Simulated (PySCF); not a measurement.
**Bond energies at MP2/def2-SVP beside a composite method**

PySCF, lowest determinants of a PBE0 search. The composite is CCSD(T) extrapolated to the basis-set limit from two correlation-consistent sets, with core-valence (CV) and scalar-relativistic (SR) terms as its label shows; it has no spin–orbit coupling and nothing beyond (T).

```json
{"species": "CH", "state (unpaired electrons)": "doublet (π ↑)", "De MP2 (eV)": "3.21", "De composite (eV)": "3.65", "composite": "CCSD(T)/CBS(TQ)+CV+SR", "dissociates to": "H + C"}
{"species": "InCl", "state (unpaired electrons)": "singlet (closed shell)", "De MP2 (eV)": "4.26", "De composite (eV)": "4.61", "composite": "CCSD(T)/CBS(DT)+CV", "dissociates to": "In + Cl"}
{"species": "CaCl", "state (unpaired electrons)": "doublet (σ ↑)", "De MP2 (eV)": "3.85", "De composite (eV)": "4.12", "composite": "CCSD(T)/CBS(DT)", "dissociates to": "Ca + Cl"}
{"species": "PbBr", "state (unpaired electrons)": "doublet (π ↑)", "De MP2 (eV)": "3.05", "De composite (eV)": "3.33", "composite": "CCSD(T)/CBS(DT)", "dissociates to": "Pb + Br"}
{"species": "IBr", "state (unpaired electrons)": "singlet (closed shell)", "De MP2 (eV)": "1.73", "De composite (eV)": "2.17", "composite": "CCSD(T)/CBS(TQ)", "dissociates to": "I + Br"}
{"species": "CsH", "state (unpaired electrons)": "singlet (closed shell)", "De MP2 (eV)": "1.16", "De composite (eV)": "1.85", "composite": "CCSD(T)/CBS(TQ)", "dissociates to": "Cs + H"}
{"species": "CBr", "state (unpaired electrons)": "doublet (π ↑)", "De MP2 (eV)": "3.12", "De composite (eV)": "3.56", "composite": "CCSD(T)/CBS(TQ)+CV", "dissociates to": "C + Br"}
{"species": "CdI", "state (unpaired electrons)": "doublet (σ ↑)", "De MP2 (eV)": "1.14", "De composite (eV)": "1.13", "composite": "CCSD(T)/CBS(DT)", "dissociates to": "Cd + I"}
```

Does MP2 bind more or less than the composite, by how much on average, and where is the difference largest?

MP2/def2-SVP binds less on average, method and basis taken together: the mean signed difference is -0.36 eV and the mean absolute one 0.37 eV; it is largest for CsH (-0.69 eV).

The molecules are drawn from runs that passed checks on state, spin purity and fit, so the hardest cases are missing and the errors look smaller than over all diatomics.

Correlated steps freeze the inner cores (0 to 23 orbitals); shallow outer-core shells are correlated. UHF and ROHF references stand side by side, which adds small steps between rows. Correlated levels converge slowly with the basis: in double zeta they bind strong bonds too weakly, by up to about 1 eV, and carry superposition errors of some tenths. These are scalar-relativistic numbers at best; spin–orbit coupling would shift them, the dissociation energy most. Where the molecule has an RHF reference, its open-shell atoms are computed with UHF. States were picked by a PBE0 search and need not be the measured ground states.
